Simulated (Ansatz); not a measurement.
ClFMoO₂, SMILES `[O]=[Mo](=[O])([F])[Cl]`. Total charge 0; spin multiplicity 1. Mo takes the def2 core potential.

Cartesian coordinates in Å:
```
O 0.913 -0.095 -1.432
Mo 0.049 0.079 -0.022
O 1.145 0.492 1.158
F -1.206 1.406 -0.211
Cl -0.901 -1.882 0.507
```

(1) What are the harmonic wavenumbers in cm⁻¹ at PBE0-D4/def2-TZVP (Ansatz, finite differences of forces, unscaled)? (An estimate is asked.)

(2) Is this a minimum?

(3) Give the ideal-gas thermochemistry at 298.15 K and 1 bar (rigid rotor, harmonic oscillator; point group Cs, symmetry number 1).

(4) And at 400, 500, 600, 800 and 1000 K?

(5) Rotational constants (cm⁻¹)?

Results:

(1) Computed: 153, 198, 247, 264, 367, 462, 723, 1059, 1090.

(2) Yes, all 9 modes are real.

(3) Zero-point energy 27.3 kJ/mol; H(298) − E = 44.9 kJ/mol; entropy 332.3 J/(mol·K), of which translation 173.8, rotation 114.8, vibration 43.7; G(298) − E = -54.2 kJ/mol.

(4) 
| T (K) | H − E (kJ/mol) | S (J/mol/K) | G − E (kJ/mol) |
| --- | --- | --- | --- |
| 400 | 53.6 | 357.3 | -89.4 |
| 500 | 62.7 | 377.7 | -126.1 |
| 600 | 72.3 | 395.2 | -164.8 |
| 800 | 92.3 | 423.8 | -246.8 |
| 1000 | 112.8 | 446.8 | -334.0 |

(5) 0.1264, 0.07001, 0.06473.
